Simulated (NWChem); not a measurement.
System: SiHOF, singlet; SMILES O[Si]F

```xyz
4

Si     0.6240     0.0017     0.0000
F     -0.4315    -1.2591     0.0000
O     -0.4337     1.2762     0.0000
H     -1.3841     1.0985     0.0000
```
Atoms are numbered in this order, from 1.

All runs: NWChem. Low-valent species are run as closed-shell singlets; no triplet was tried in these runs. All runs use the structure optimised with PBE0/def2-SVP. Ions are spin-unrestricted doublets at the neutral geometry; other ion states weren't tried.

Task: Predict the results for PBE/def2-SVP. Quantities: vertical ionisation energy, ΔSCF (eV); −ε(HOMO) (eV).

Result: 
- vertical ionisation energy, ΔSCF (eV): 10.17
- −ε(HOMO) (eV): 6.48
